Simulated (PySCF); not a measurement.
Run record for `ClC(Cl)(Cl)C(=C=O)CC`: WP04/def2-SVPD, grid level 3, full TDDFT, 3 singlets.

Method: TDDFT WP04/def2-SVPD, vertical, gas phase, core orbitals frozen in the response (PySCF 2.14.0, density-fitted response routines). Geometry: GFN2-xTB. The command runs a driver script over a list of jobs; the input below is this job's line of settings and its coordinates in Å.

Command:
```bash
OMP_NUM_THREADS=1 python probes_run.py task.json out
```

Input:
```
{"job": {"kind": "uv", "xc": "WP04", "basis": "def2-SVPD", "nstates": 3, "ntriplets": 0, "tda": false, "grid": 3}, "charge": 0, "multiplicity": 1}
C     -1.810257     0.268597    -0.283266
C     -0.738223    -0.446016     0.534375
C      0.640741     0.164574     0.331741
C      0.961408     1.276246     0.934425
O      1.184999     2.259297     1.502382
C      1.603955    -0.512090    -0.566631
Cl     0.949789    -0.705568    -2.218126
Cl     3.117985     0.419635    -0.672445
Cl     1.999946    -2.153977     0.040025
H     -1.555016     0.261119    -1.338891
H     -1.915515     1.300680     0.041300
H     -2.766145    -0.233274    -0.155739
H     -0.677914    -1.492318     0.234929
H     -0.996432    -0.407376     1.593756
```

Problem. What does the run print?

Solution. 
```
coarse grid: 14488 points
cycle   1  E = -1666.9337374956  dE =  1.260e+00  |g| = 1.075e+00  |ddm| = 1.007e+01
cycle   2  E = -1665.7239301951  dE =  1.210e+00  |g| = 2.637e+00  |ddm| = 4.746e+00
cycle   3  E = -1667.1169388162  dE = -1.393e+00  |g| = 4.923e-01  |ddm| = 3.402e+00
cycle   4  E = -1667.1732449207  dE = -5.631e-02  |g| = 1.704e-01  |ddm| = 9.457e-01
cycle   5  E = -1667.1797279525  dE = -6.483e-03  |g| = 5.195e-02  |ddm| = 4.804e-01
cycle   6  E = -1667.1803659984  dE = -6.380e-04  |g| = 1.445e-02  |ddm| = 1.648e-01
cycle   7  E = -1667.1804158364  dE = -4.984e-05  |g| = 5.452e-03  |ddm| = 3.576e-02
cycle   8  E = -1667.1804216950  dE = -5.859e-06  |g| = 1.957e-03  |ddm| = 1.331e-02
final grid: 190352 points
cycle   9  E = -1667.4265790732  dE = -4.072e-05  |g| = 1.187e-02  |ddm| = 2.597e-01
cycle  10  E = -1667.4264326234  dE =  1.464e-04  |g| = 2.817e-02  |ddm| = 5.478e-02
cycle  11  E = -1667.4266078713  dE = -1.752e-04  |g| = 4.235e-03  |ddm| = 3.899e-02
cycle  12  E = -1667.4266120067  dE = -4.135e-06  |g| = 4.801e-04  |ddm| = 6.372e-03
cycle  13  E = -1667.4266120435  dE = -3.678e-08  |g| = 2.861e-04  |ddm| = 1.451e-03
cycle  14  E = -1667.4266120618  dE = -1.826e-08  |g| = 5.366e-05  |ddm| = 5.774e-04
cycle  15  E = -1667.4266120624  dE = -6.139e-10  |g| = 1.662e-05  |ddm| = 1.373e-04
converged SCF energy = -1667.4266120624

Static polarisability (au): isotropic 99.623, principal 86.382 99.818 112.669

Singlet excitations
state   eV       nm        f      main configurations
  1   3.4453    359.9   0.00060   H->L 0.98
  2   4.8661    254.8   0.00215   H->L+1 0.98
  3   5.2601    235.7   0.00007   H-1->L 0.99
```

The SCF starts on a coarse grid where the log names one; the energy can jump when the final grid takes over, and dE then counts from the start density on the new grid. H and L stand for HOMO and LUMO; the number after each pair is its weight.

Problem. Give S1 in cm⁻¹ and kJ/mol.

Solution. 3.4453 eV × 8065.54 = 27788 cm⁻¹; × 96.485 = 332.4 kJ/mol.

Problem. Give the mean polarisability as a volume in Å³, and the ratio of the largest to the smallest principal value.

Solution. 99.623 au × 0.148185 = 14.76 Å³; 112.669/86.382 = 1.30.

In short: SCF converged in 15 cycles with 244 basis and 983 fitting functions; HOMO -8.54 eV, LUMO -4.15 eV; lowest singlet 3.45 eV; mean polarisability 99.6 au.

Cost: about 2 min of CPU time on one thread; the machine was shared, so the figure is rough.

Conformer computed: `[CH3:1][CH2:2][C:3](=[C:4]=[O:5])[C:6]([Cl:7])([Cl:8])[Cl:9]`: C1–C2–C3–C4 78°, C2–C3–C6–Cl7 58°.

One conformer stands for the species.
